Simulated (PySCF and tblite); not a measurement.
The numbers below are computed, except where a source is named.
## Dynamics report: rotation

System: C3H10BNO, numbered as in [CH3:1][O:2][BH:3][N:4]([CH3:5])[CH3:6].

Motion: rotation about the B3–O2 bond (torsion N4–B3–O2–C1 from 180° to 360°, rising). Level: BP86/pcSseg-1 + D3(BJ) on PBE0-D3(BJ)/def2-SVP stationary points, with GFN2-xTB thermal terms. Rates follow Eyring's equation with the number of equivalent paths and no tunnelling. (PySCF 2.14 with density fitting, tblite 0.8.)

```tsv
point	symmetry	E(GFN2) kcal/mol	E(DFT) kcal/mol	ZPE change kcal/mol	lowest mode cm⁻¹	dipole D
start	Cs	0.0	0.0	0.00	67	0.17
saddle	C1	9.6	8.3	-0.52	191i	2.21
end	Cs	3.4	5.8	0.35	37	2.52
```

```json
{"Electronic barrier": "8.3 kcal/mol", "Barrier with zero-point energy": "7.8 kcal/mol", "ΔH‡ (298 K)": "7.3 kcal/mol", "ΔS‡ (298 K, symmetry apart)": "-3.1 cal/(mol K)", "Paths": "2 equivalent paths", "End point": "a different minimum", "Mean lifetime of the start against this motion at 298 K": "89 ns", "Cost": "4.7 min on 1 thread of Intel Xeon Platinum 8488C, shared host (rough), peak memory 0.61 GiB, launched as `OMP_NUM_THREADS=1 python ens_run.py task.json out`"}
```

```csv
T/K,ΔG‡ kcal/mol,k s⁻¹,ΔG kcal/mol,k back s⁻¹
150,7.9,17,6.2,1.8×10¹⁰
200,8.0,1.4×10⁴,6.2,9.6×10¹⁰
250,8.1,8.1×10⁵,6.3,2.6×10¹¹
298,8.2,1.1×10⁷,6.4,5.2×10¹¹
350,8.4,8.5×10⁷,6.4,9×10¹¹
400,8.5,3.7×10⁸,6.5,1.3×10¹²
500,8.8,2.9×10⁹,6.7,2.4×10¹²
```

ΔG and ΔG‡ leave out symmetry numbers and mirror images; rates count paths: 2 out, 2 back.
